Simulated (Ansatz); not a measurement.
The same path of BClFH2N + FH (8 atoms, charge 0, multiplicity 1) was run twice with different band settings. Lost on the way: B1–Cl2, F7–H8. Made: B1–F7, Cl2–H8.

These are results of Ansatz, RKS PBE0/def2-SVP, not measurements.

Relaxed end points:

```xyz
8
Properties=species:S:1:pos:R:3
B 0.074 -0.190 -0.108
Cl 0.022 -0.601 1.637
N 1.275 -0.235 -0.795
H 2.157 -0.439 -0.348
H 1.335 0.025 -1.771
F -1.072 0.099 -0.699
F 0.127 2.410 1.153
H 0.012 1.659 1.687
```

```xyz
8
Properties=species:S:1:pos:R:3
B 0.100 0.509 -0.535
Cl 0.030 0.072 3.045
N 1.308 0.001 -0.996
H 1.361 -0.840 -1.553
H 2.198 0.416 -0.760
F -1.064 -0.052 -0.830
F 0.068 1.616 0.225
H -0.069 1.006 2.161
```

Common settings: movable images 9; climbing image yes; optimiser quadratic models (default); start path through a guess of the saddle point; force threshold 0.03 eV/Å; iteration limit 60; end points relaxed.

| run | spring |
| --- | --- |
| 1 | 5.0 eV/Å² |
| 2 | 50.0 eV/Å² |

(1) What does each run give, and how far can it be trusted?

Results:

(1) Run 1: converged after 37 iterations, highest image 0.817 eV above the first end. The profile has 2 maxima (images 2, 5) with wells between them (image 4): this band takes more than one step, which may be the mechanism or a detour left from its start path. A vibrational analysis at the climbing image gives one clearly imaginary mode, 638i cm⁻¹: a first-order saddle point.
Run 2: converged after 46 iterations, highest image 0.817 eV above the first end. The profile has 2 maxima (images 2, 5) with wells between them (image 4): this band takes more than one step, which may be the mechanism or a detour left from its start path. Another band between the same ends (9 images) ends at a top of the same energy, where a vibrational analysis finds 1 clearly imaginary mode.
The orbitals stay closed-shell, which can raise the energy where a bond breaks towards radicals; this wasn't checked here.
